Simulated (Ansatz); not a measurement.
The cluster SeS₃⁻. Charge -1, multiplicity 2. Geometry r2SCAN-D4/def2-SVPD.

```xyz
4

S    -0.058   -2.049   -1.736
S     0.833    0.438    0.699
S     0.078    2.003    1.700
Se   -0.853   -0.391   -0.662
```

The 6-31G sets use Cartesian d functions. The structure comes from a short search, and lower isomers may exist.

Q: Estimate the α-spin orbital energies around the gap (eV) in Ansatz with HF/6-31G, HF/def2-TZVPD, PBE-D4/def2-SVPD, PBE-D4/def2-TZVPD, BLYP-D4/def2-TZVPD.

A: 
| orbital | HF/6-31G | HF/def2-TZVPD | PBE-D4/def2-SVPD | PBE-D4/def2-TZVPD | BLYP-D4/def2-TZVPD |
| --- | --- | --- | --- | --- | --- |
| HOMO−5 | -7.51 | -7.34 | -3.95 | -3.82 | -3.63 |
| HOMO−4 | -6.91 | -7.11 | -3.13 | -3.07 | -2.86 |
| HOMO−3 | -6.55 | -6.38 | -2.31 | -2.21 | -2.02 |
| HOMO−2 | -6.01 | -5.95 | -1.29 | -1.21 | -1.05 |
| HOMO−1 | -4.32 | -4.34 | -1.04 | -0.99 | -0.83 |
| HOMO | -3.32 | -3.21 | -0.34 | -0.30 | -0.15 |
| LUMO | 5.28 | 3.87 | 1.39 | 1.49 | 1.61 |
| LUMO+1 | 6.72 | 4.24 | 2.12 | 2.14 | 2.24 |
| LUMO+2 | 7.76 | 4.49 | 2.82 | 2.78 | 2.84 |
| LUMO+3 | 13.90 | 4.72 | 3.50 | 3.19 | 3.23 |
| LUMO+4 | 15.37 | 4.97 | 3.67 | 3.25 | 3.28 |
| LUMO+5 | 15.83 | 5.18 | 3.90 | 3.42 | 3.49 |
| β HOMO | -3.28 | -3.14 | -0.64 | -0.59 | -0.44 |
| β LUMO | 3.50 | 3.60 | 0.12 | 0.18 | 0.29 |
